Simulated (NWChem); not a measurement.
Isomers of CH₄O₃Si, each optimised at PBE0/def2-SVP with NWChem, gas phase unless a solvent is named. Flexible species stand in one conformer each, which need not be the lowest.  Relative energies count from the lowest isomer at each level and are electronic, without zero-point energy, on those geometries.

A: O=C[SiH](O)O
B: C1O[SiH](O)O1
C: O=CO[SiH2]O
D: O=C(O)[SiH2]O

```csv
quantity,A,B,C,D
"relative energy, PBE/def2-TZVP (kcal/mol)",17.8,0.0,5.0,(withheld)
"relative energy, CAM-B3LYP/def2-TZVP (kcal/mol)",19.3,0.0,6.0,(withheld)
"relative energy, PBE0/def2-TZVP (kcal/mol)",20.9,0.0,7.9,(withheld)
"orbital gap (eV), PBE0/def2-SVP",5.60,9.10,8.23,(withheld)
"highest harmonic frequency (cm⁻¹), PBE0/def2-SVP",3932,3923,3862,(withheld)
```

Task: What belongs in the gaps?

Result: 
- relative energy, PBE/def2-TZVP (kcal/mol), D: 28.3
- relative energy, CAM-B3LYP/def2-TZVP (kcal/mol), D: 33.2
- relative energy, PBE0/def2-TZVP (kcal/mol), D: 32.8
- orbital gap (eV), PBE0/def2-SVP, D: 7.46
- highest harmonic frequency (cm⁻¹), PBE0/def2-SVP, D: 3817
